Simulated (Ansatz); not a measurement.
System: sum formula SiNH2, net charge 1, singlet state. It need not be the lowest isomer of its formula. 
Coordinates optimised at B3LYP-D3(BJ)/def2-TZVP (Ansatz, a quantum-chemistry and plane-wave program):
```xyz
4

H     -0.0064    -0.1095    -1.9591
Si     0.0078     0.0494    -0.5015
N     -0.0142    -0.0875     0.9975
H     -0.0033     0.0307     1.9977
```
Charge +1, spin multiplicity 1.

Parts of the frozen-core correlation energy in STO-3G (Ansatz, hartree). Frozen orbitals: 6; correlated occupied orbitals by spin: 5 and 5; virtual: 5 and 5. Spin-orbit coupling is left out. No relativistic terms. The restricted reference is unstable.

```
term                            value
-------------------------  ----------
reference (HF)             -340.18624
MP2 opposite-spin                 [?]
MP2 same-spin                     [?]
CCSD correlation                  [?]
(T)                          -0.00860
FCI minus CCSD(T)            -0.00107
T1 diagnostic                   0.032
largest doubles amplitude       0.152
```

Question: Complete the blanks.

Answer: 
- MP2 opposite-spin, value: -0.11760
- MP2 same-spin, value: -0.03343
- CCSD correlation, value: -0.16197
